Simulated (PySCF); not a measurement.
Si(H)2(OH)(SMe) (CH6OSSi), SMILES CS[SiH2]O.

Coordinates come from a PBE0-D3(BJ)/def2-SVP optimisation. One conformer was computed; it need not be the lowest.

Method: TDA-LC-ωPBE/def2-SVPD in PySCF.

Vertical excitations. Gas-phase values at a fixed geometry.

Task: List the lowest excited states. (The exact figures need the calculation; the answer reports its results.)

Result: 
| state | energy (eV) | λ (nm) | f | main pairs |
|---|---|---|---|---|
| S1 | 6.10 | 203 | 0.002 | HOMO→LUMO+1 43 %, HOMO→LUMO 25 %, HOMO→LUMO+7 8 % |
| S2 | 6.96 | 178 | 0.034 | HOMO→LUMO 38 %, HOMO→LUMO+2 30 %, HOMO→LUMO+1 9 % |
| S3 | 7.33 | 169 | 0.031 | HOMO→LUMO+2 33 %, HOMO→LUMO+1 16 %, HOMO→LUMO+5 12 %, HOMO−1→LUMO 7 % |
| S4 | 7.73 | 160 | 0.064 | HOMO−1→LUMO 64 % |
| S5 | 7.80 | 159 | 0.014 | HOMO→LUMO+3 49 %, HOMO→LUMO 15 %, HOMO→LUMO+5 11 % |
| S6 | 8.06 | 154 | 0.014 | HOMO−1→LUMO+1 49 %, HOMO−1→LUMO+2 11 %, HOMO−1→LUMO+7 8 % |
| S7 | 8.13 | 152 | 0.011 | HOMO→LUMO+5 21 %, HOMO→LUMO+4 21 %, HOMO→LUMO+3 13 %, HOMO→LUMO+2 13 % |
| S8 | 8.44 | 147 | 0.098 | HOMO→LUMO+4 39 %, HOMO→LUMO+5 37 %, HOMO→LUMO+3 8 % |
| S9 | 8.55 | 145 | 0.082 | HOMO−2→LUMO 32 %, HOMO−1→LUMO+2 30 %, HOMO−3→LUMO 6 % |
| S10 | 8.66 | 143 | 0.081 | HOMO−1→LUMO+2 28 %, HOMO−2→LUMO 25 %, HOMO−1→LUMO+1 9 % |
| T1 | 5.54 | 224 | 0 | HOMO→LUMO+1 42 %, HOMO→LUMO 17 %, HOMO→LUMO+7 9 %, HOMO→LUMO+11 7 % |
| T2 | 6.32 | 196 | 0 | HOMO→LUMO 35 %, HOMO→LUMO+2 21 %, HOMO→LUMO+3 11 %, HOMO→LUMO+5 6 % |
| T3 | 6.73 | 184 | 0 | HOMO→LUMO+2 26 %, HOMO→LUMO+1 11 %, HOMO−1→LUMO+1 11 %, HOMO−1→LUMO 6 % |
| T4 | 6.90 | 180 | 0 | HOMO−1→LUMO 23 %, HOMO−1→LUMO+1 15 %, HOMO→LUMO+2 7 %, HOMO→LUMO+1 7 % |
Triplets are in the Tamm–Dancoff approximation.
